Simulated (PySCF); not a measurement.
Polarisability and C₆ of Pt(3+) (platinum, charge +3)

[Xe] 4f14 5d7, high-spin 4F determinant. All numbers are calculated (PySCF 2.14, scalar relativity through the core potential, in aug-cc-pVQZ-PP with ECP60MDF (7s7p6d4f3g2h, 135 functions)). Coupled (time-dependent) response in atomic units; α is the mean over directions.

| method | mean α (bohr³) | C₆ (like pair) | S(−4) |
| --- | --- | --- | --- |
| UHF | 6.008 | 33.69 | 6.130 |
| PBE | 6.549 | 37.16 | 8.093 |

S(−4) is the Cauchy moment in α(ω) = α(0) + S(−4) ω² + …

Spin-orbit coupling is absent.

α(iu) at PBE:

| u (hartree) | α(iu) (bohr³) |
| --- | --- |
| 0 | 6.549 |
| 0.0500 | 6.529 |
| 0.100 | 6.469 |
| 0.200 | 6.251 |
| 0.300 | 5.936 |
| 0.500 | 5.201 |
| 0.750 | 4.331 |
| 1.00 | 3.612 |
| 1.50 | 2.572 |
| 2.00 | 1.894 |
| 3.00 | 1.123 |
| 5.00 | 0.5070 |

A single London oscillator, α(iu) = α/(1 + u²/ω²), gives C₆ = (3/4) ω α². Matching the computed C₆ needs ω = 4 × 37.16 / (3 × 6.549²) = 1.16 hartree.

For an ion, C₆ is the dispersion term alone; charge-induced terms of lower order in 1/R come first.

Energies and moments cover only the electrons outside the core potential. Spin-orbit coupling, absent here, splits the open shell strongly.
